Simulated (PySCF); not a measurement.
# Relaxation of quartet ReO(OH)₂

These are results of UPBE/[Re def2-SVP with ECP60, O def2-SVP, H def2-SVP], scalar-relativistic core potentials, density fitting, no spin–orbit coupling, PySCF, not measurements. A (50,194) grid was used.

A hand-made T-shaped (ligand arrangement 2) (heavy-atom frame) start, with no symmetry imposed:

```xyz
6
charge 0 multiplicity 4, angstrom
Re    0.0261   -0.0031   -0.1509
O     1.7850   -0.0031   -0.0895
O     0.0261   -0.0031    1.7891
O    -1.9127   -0.0031   -0.0832
H    -0.7093   -0.0031    2.4062
H    -2.5294    0.7323   -0.0617
```

Optimiser trace:
```json
{"step": "0", "E − E(last) (kJ/mol)": "151.47", "largest gradient (Eh/bohr)": "0.03825"}
{"step": "2", "E − E(last) (kJ/mol)": "73.95", "largest gradient (Eh/bohr)": "0.03427"}
{"step": "4", "E − E(last) (kJ/mol)": "34.27", "largest gradient (Eh/bohr)": "0.03405"}
{"step": "6", "E − E(last) (kJ/mol)": "22.36", "largest gradient (Eh/bohr)": "0.01643"}
{"step": "8", "E − E(last) (kJ/mol)": "11.31", "largest gradient (Eh/bohr)": "0.01939"}
{"step": "10", "E − E(last) (kJ/mol)": "6.32", "largest gradient (Eh/bohr)": "0.00878"}
{"step": "12", "E − E(last) (kJ/mol)": "3.75", "largest gradient (Eh/bohr)": "0.00703"}
{"step": "14", "E − E(last) (kJ/mol)": "2.31", "largest gradient (Eh/bohr)": "0.00372"}
{"step": "16", "E − E(last) (kJ/mol)": "1.50", "largest gradient (Eh/bohr)": "0.00374"}
{"step": "18", "E − E(last) (kJ/mol)": "0.63", "largest gradient (Eh/bohr)": "0.00338"}
{"step": "20", "E − E(last) (kJ/mol)": "0.28", "largest gradient (Eh/bohr)": "0.00159"}
{"step": "22", "E − E(last) (kJ/mol)": "0.07", "largest gradient (Eh/bohr)": "0.00153"}
{"step": "24", "E − E(last) (kJ/mol)": "0.00", "largest gradient (Eh/bohr)": "0.00040"}
{"step": "25", "E − E(last) (kJ/mol)": "0.00", "largest gradient (Eh/bohr)": "0.00022"}
```

It ends at C1 with O–H 0.977 Å, O–H 0.984 Å, Re–O 1.716 Å, Re–O 1.922 Å, Re–O 1.943 Å; H–O–Re 112.3°, H–O–Re 116.9°, O–Re–O 84.2°, O–Re–O 125.2°, O–Re–O 130.4° (after a last refinement on a finer grid). A frequency run shows a minimum. Other isomers or separated fragments may lie lower.

Final geometry:
```xyz
6
charge 0 multiplicity 4, angstrom
Re    0.0585   -0.0862   -0.0798
O     1.3905    0.5314   -0.9686
O    -0.0851   -0.0969    1.8372
O    -1.7936    0.4976   -0.0181
H    -0.9180    0.3226    2.1518
H    -2.2009    0.7655   -0.8647
```

Other spin states or occupations of the open shell can lie lower. At this level a doublet minimum of Cs symmetry lies 106 kJ/mol below this structure. No spin–orbit coupling is included, which matters more the heavier the element.
